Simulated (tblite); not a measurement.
Q: What does the GFN2-xTB structure of `C=CC[SiH2]O` look like in three dimensions?

A: 
Z-matrix in Å and degrees, rows numbered from 1:
```
C 
C   1  1.3231
C   2  1.4856  1  124.72
Si  3  1.9160  2  109.79  1   -97.41
O   4  1.6247  3  109.41  2    58.53
H   1  1.0769  2  122.19  3   178.10
H   1  1.0788  2  121.59  3    -3.34
H   2  1.0828  1  119.69  3  -176.87
H   3  1.0907  2  110.00  1    22.62
H   3  1.0884  2  110.11  1   141.41
H   4  1.4649  3  108.94  2   -62.03
H   4  1.4560  3  111.33  2   172.53
H   5  0.9547  4  120.80  3   -34.39
```

Of the pairs four or more bonds apart, C1···H13 is among the closest relative to their van der Waals radii: 2.97 Å, 102 % of the sum of Bondi's values. The C–C distances run from 1.323 Å (C1=C2, drawn double) to 1.486 Å (C2–C3, drawn single), a spread of 0.163 Å. Si4 (oxygen-bound silicon) is distorted tetrahedral (angles from 103.7° to 113.1°).

Computed geometry: GFN2-xTB, gas phase.

Point group: C1 (no symmetry element, even within 0.4 Å). Its GFN2-xTB frequencies are all real (lowest 46 cm⁻¹). One conformer, not necessarily the lowest (C1–C2–C3–Si4 -97°, C2–C3–Si4–O5 59°, C3–Si4–O5–H -34°).
